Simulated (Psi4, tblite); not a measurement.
Intermolecular potential of H2O ··· C4H4O (SMILES O and c1ccoc1). Monomers: optimised at B3LYP-D3(BJ) (def2-TZVP), held rigid. Orientation: lowest of the rigid-body minima from ten starts at GFN2-xTB. The monomers approach along the line of their centres of mass (distance R); nothing else relaxes.

- GFN2-xTB (tblite)
- PBE-D3(BJ)/def2-TZVP, counterpoise-corrected (Psi4)
- SAPT0/jun-cc-pVDZ, frozen core (Psi4)

Interaction energies in kcal/mol:

```tsv
R / Å	GFN2-xTB	PBE-D3(BJ)/def2-TZVP
3.44	3.95	3.69
3.65	-0.97	-1.22
3.79	-2.18	-2.50
4.02	-2.66	-3.07
4.24	-2.46	-2.85
4.41	-2.18	-2.51
4.71	-1.69	-1.89
5.06	-1.23	-1.31
5.50	-0.83	-0.81
6.26	-0.45	-0.38
7.25	-0.22	-0.17
8.51	-0.11	-0.08
```

### Question
Estimate the SAPT0/jun-cc-pVDZ values at these points.

### Answer
3.44: 2.36; 3.65: -2.05; 3.79: -3.15; 4.02: -3.51; 4.24: -3.15; 4.41: -2.73; 4.71: -2.03; 5.06: -1.42; 5.50: -0.93; 6.26: -0.49; 7.25: -0.24; 8.51: -0.12 (kcal/mol).
